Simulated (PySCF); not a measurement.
Breaking a bond: H2 (cation, charge +1), doublet.

- UMP2/3-21G = PySCF with unrestricted MP2 (frozen core)/3-21G
- UKS-B3LYP/3-21G = unrestricted B3LYP/3-21G run with PySCF 2.14.0
- UKS-LDA (SVWN5) = unrestricted LDA (SVWN5)/aug-cc-pVTZ run with PySCF
- UCCSD(T) = CCSD(T) on UHF/aug-cc-pVTZ (PySCF)

Energies relative to the lowest point of each curve near equilibrium, in kJ/mol:

```csv
R / Å,UMP2/3-21G,UKS-B3LYP/3-21G,UKS-LDA (SVWN5)
0.94,6.4,14.1,21.4
0.98,2.5,8.0,13.3
1.10,0.7,0.2,1.1
1.13,1.9,0.0,0.2
1.26,11.4,3.6,2.7
1.36,22.0,9.7,9.1
1.47,35.6,18.2,18.6
1.97,104.6,60.4,65.5
2.19,132.3,75.2,81.1
2.72,182.0,96.1,102.1
3.29,210.1,100.7,105.8
4.37,226.3,91.4,93.7
```

Problem. Predict the corresponding UCCSD(T) column.

Solution. 0.94: 8.2; 0.98: 3.3; 1.10: 0.8; 1.13: 2.2; 1.26: 14.6; 1.36: 28.4; 1.47: 45.9; 1.97: 127.8; 2.19: 158.1; 2.72: 211.2; 3.29: 242.5; 4.37: 263.6 (kJ/mol).

At the longest distance UKS-LDA (SVWN5) leaves fractional charges on the fragments, a sign of delocalisation error or of the restricted form.
